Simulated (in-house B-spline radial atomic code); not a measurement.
# Solving the quasi-particle equation for 4d of Te⁶⁺

Configuration [Kr] 4d10, start PBE0; correlation leaves out the 5 deepest shells, empty levels kept to 32666.7 hartree. Computed with an all-electron radial atomic-structure program (B-spline basis): all electrons, scalar-relativistic (spin-free one-electron X2C), finite nucleus, each spin shell either full or empty, empty states to l = 9 with an (l + 1/2)⁻⁴ tail; G0W0 by contour deformation at full frequency.

At the mean-field level ε = -116.911 eV the matrix elements are Σx = -52.844 eV, v_xc = -44.706 eV and Σc(ε) = -0.204 eV, and the slope of the correlation self-energy is dΣc/dω = -0.0334. The quasi-particle energy solves E = ε + Σx − v_xc + Σc(E).

Question: What does the linearised equation give?

Answer: Z = 1/(1 − dΣc/dω) = 1/1.0334 = 0.9677. The first-order shift is Σx − v_xc + Σc(ε) = -52.844 − (-44.706) + (-0.204) = -8.342 eV, so E ≈ ε + Z × shift = -116.911 + 0.9677 × (-8.342) = -124.984 eV.

Question: How does that compare with the full solution and with static screening?

Answer: Solving the equation at full frequency dependence gives E = -124.974 eV, where Σc = 0.074 eV and the weight is 0.965; the linearised value is off by 9 meV. Leaving Z out would give -125.253 eV. Static COHSEX puts -3.697 eV in place of Σc and gives -128.746 eV, 3.77 eV deeper. The tabulated removal energy is 124.2 ± 0.06 eV (NIST, measured); the run leaves out spin-orbit coupling, Breit and QED terms.
